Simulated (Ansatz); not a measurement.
Two members of one family (Series BMe2X), computed with Ansatz in the gas phase. The two geometries come from different levels. A negative affinity means that the extra electron isn't bound at that geometry and level; within about 0.2 eV of zero the sign isn't settled. Binding counts from free atoms in the multiplicity of their measured ground term, without zero-point energy. A dash marks a value that wasn't run or was left out as unsound. The structures are stationary points that may keep the symmetry of their start. Remarks come from the PBE and PBE0 runs and from stability tests at other levels; not every state was tested. A HOMO above zero means that the electron is unbound at that level and held by the basis, or that self-interaction error raises the level; the energy of removing that electron tells which. HOMO above LUMO (over both spins in singlets and doublets, within one spin in higher multiplets; at PBE or PBE0), or a gap under 0.15 eV within one spin, warns that the state may not be the lowest or that an electron is smeared out.

First: BMe2Br (singlet, charge 0, PBE0-D4/def2-SVP geometry).

Cartesian coordinates in Å:
```
B 0.500 0.105 -0.055
C -0.516 0.889 -0.946
H -0.838 1.767 -0.352
H -1.429 0.305 -1.147
H -0.098 1.273 -1.885
C 0.084 -0.977 0.992
H 0.052 -1.941 0.448
H -0.931 -0.813 1.386
H 0.794 -1.105 1.820
Br 2.383 0.497 -0.260
```

| level | HOMO (eV) | LUMO (eV) | gap (eV) | vertical EA (eV) | binding per atom (eV) |
| --- | --- | --- | --- | --- | --- |
| PBE-D4/def2-TZVP | -6.58 | -1.85 | 4.73 | – | 3.96 |
| PBE-D4/def2-TZVPD | -6.61 | -1.90 | 4.71 | -0.48 | 3.96 |
| BLYP-D4/def2-TZVP | -6.43 | -1.69 | 4.75 | – | 3.87 |
| r2SCAN-D4/def2-TZVPD | -6.89 | -1.52 | 5.37 | -0.65 | 3.93 |
| PBE0-D4/def2-TZVPD | -7.88 | -0.93 | 6.95 | -0.64 | 3.93 |

Remarks: HOMO above zero (-1 doublet), gap within one spin near zero at PBE or PBE0 (-1 doublet).

Second: BMe2F (singlet, charge 0, r2SCAN-D4/def2-SVP geometry).

```xyz
10

B    -0.448    0.073   -0.315
C     0.696   -0.828   -0.891
H     0.498   -1.864   -0.553
H     1.694   -0.567   -0.506
H     0.716   -0.855   -1.992
C    -0.422    0.782    1.083
H    -0.003    1.796    0.926
H     0.233    0.287    1.815
H    -1.425    0.923    1.512
F    -1.538    0.253   -1.077
```

Q: Estimate the same table for the second.

A: 
| level | HOMO (eV) | LUMO (eV) | gap (eV) | vertical EA (eV) | binding per atom (eV) |
| --- | --- | --- | --- | --- | --- |
| PBE-D4/def2-TZVP | -7.18 | -0.96 | 6.21 | – | 4.23 |
| PBE-D4/def2-TZVPD | -7.20 | -1.02 | 6.18 | -0.66 | 4.23 |
| BLYP-D4/def2-TZVP | -7.12 | -0.84 | 6.28 | – | 4.15 |
| r2SCAN-D4/def2-TZVPD | -7.51 | -0.56 | 6.95 | -0.84 | 4.18 |
| PBE0-D4/def2-TZVPD | -8.71 | 0.04 | 8.75 | -0.78 | 4.18 |

Remarks: HOMO above zero (-1 doublet).
